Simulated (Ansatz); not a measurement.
```yaml
crystal:
  periodic: [false, false, false]
  atoms:
    - {symbol: C, position_ang: [0.177251, -1.166852, 0.814051]}
    - {symbol: N, position_ang: [0.542438, -0.465006, -0.359209]}
    - {symbol: Si, position_ang: [-0.050673, 1.064414, -0.820812]}
    - {symbol: F, position_ang: [-1.123476, 0.886231, -1.956913]}
    - {symbol: F, position_ang: [1.130696, 1.932134, -1.383259]}
    - {symbol: F, position_ang: [-0.722149, 1.890456, 0.344965]}
    - {symbol: H, position_ang: [0.945438, -1.894185, 1.092539]}
    - {symbol: H, position_ang: [-0.726653, -1.756285, 0.577989]}
    - {symbol: H, position_ang: [-0.084371, -0.537208, 1.673650]}
basis:
  gaussian: {orbitals: def2-mTZVP}
total_charge: 1
hamiltonian: {xc: {name: HF}}
correlation: {active_space: {window: {electrons: 3, orbitals: 2}}}
accuracy: high
output: {forces: true}
```

```sh
$ ansatz run in.yaml --threads 2 --pin off --events-out ev --progress --plain --max-ram 32768MiB --backend cpu
```

Problem. How does Ansatz answer? (Estimate.)

Solution. Computed: The run stopped with an error.
```
Functional definition: HF
2488 factors; integrals over basis functions are off by at most 5.8e-9 eV
mean field evaluation 1: about -18530.4426 eV, gradient 6.4e1 eV
mean field evaluation 2: about -18530.5123 eV, gradient 6.4e1 eV
mean field evaluation 4: about -18537.5062 eV, gradient 4.8e0 eV
mean field evaluation 8: about -18537.6903 eV, gradient 1.0e0 eV
mean field evaluation 16: about -18537.6978 eV, gradient 4.0e-8 eV
mean field -18537.69781634 eV, -681.2478294477 hartree, gradient 4.0e-8 eV, S^2 0.000000; 1 other end points of the search recorded, 0 dependent functions left out
reference -18537.69781634 eV, -681.2478294477 hartree; 28, 28 occupied and 98, 98 virtual orbitals, 2488 factors
Error: 3 electrons in 2 orbitals form no window around the highest filled level of the reference
```
